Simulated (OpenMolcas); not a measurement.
## O+: thermal populations, Slater's ratio, worked from levels

```yaml
Program: OpenMolcas
Basis: ANO-RCC [8s7p4d3f2g]
Scalar_Hamiltonian: DKH2, point nucleus
Active_space: 5 electrons in 9 orbitals (RAS2 2s 2p; RAS3 3d, at most 2 electrons)
State_averaging: 2S+1 = 4 odd, 1 root; 2S+1 = 2 odd, 8 roots; 2S+1 = 4 even, 3 roots; 2S+1 = 2 even, 9 roots
Spin-orbit_coupling: state interaction with AMFI integrals over the reference wave functions, term energies averaged over their components
```

Methods: RASSCF; SS-RASPT2, IPEA 0.25 Eh, imaginary shift 0.1 Eh (closed shells correlated: 1s). Measured levels: NIST Handbook of Basic Atomic Spectroscopic Data.

**Thermal populations.** Z = Σ (2J + 1) exp(-E/kT) with k = 0.695035 cm-1/K, over the levels below. No other level of either list lies under 90000 cm-1, which is above 7 kT at each temperature.

| Level | 2J + 1 | SS-RASPT2 | measured |
| --- | --- | --- | --- |
| 2s2 2p3 4S* 3/2 | 4 | 0.0 | 0.0 |
| 2s2 2p3 2D* 3/2 | 4 | 27070 | 26831 |
| 2s2 2p3 2D* 5/2 | 6 | 27080 | 26811 |
| 2s2 2p3 2P* 3/2 | 4 | 40870 | 40468 |
| 2s2 2p3 2P* 1/2 | 2 | 40880 | 40470 |

```tsv
T (K)	Z, SS-RASPT2	Z, measured levels	Ground level (%), SS-RASPT2	Ground level (%), measured levels
12000	4.434	4.448	90.2	89.9
```

At 12000 K, kT = 8340 cm-1, and the computed levels give Z = 4.000 + 0.156 + 0.233 + 0.030 + 0.015 = 4.434.

**Slater's ratio.** With one set of orbitals, p3 has 2D* - 4S* = 9 F2 and 2P* - 2D* = 6 F2 (F2 = F²/25), a ratio of 2/3. Term energies are centres of gravity, weighted by 2J + 1.

```csv
Source,2D* - 4S*,2P* - 4S*,F2 from the first,Ratio
RASSCF,29909,44583,3323,0.491
SS-RASPT2,27076,40874,3008,0.510
measured,26819,40469,2980,0.509
```

Energies in cm-1. A ratio away from 2/3 shows effects beyond one configuration with one set of orbitals, and in heavier atoms second-order spin-orbit shifts.

CASPT2 breaks the degeneracy within a term, and the mean is taken; among the terms shown or strongly mixed into the levels shown the widest spread is 14 cm-1 (2s2 2p3 2D*, SS-RASPT2). Active for correlation alone: 3d; no level in the range computed is led by a configuration that fills it, so any true level of that kind is missing. Without dynamic correlation excited terms often stand tens of per cent too high (terms of higher spin than the ground term too low), and those without a measured partner can miss by more than the paired ones (holds for RASSCF). Computed and measured levels are paired by configuration, term and J; levels that our copy of the source lacks, or whose pairing is in doubt (as where it misses far off the trend of its configuration), stay unpaired and out of the deviations. Only configurations of the active space appear.

* marks odd parity.
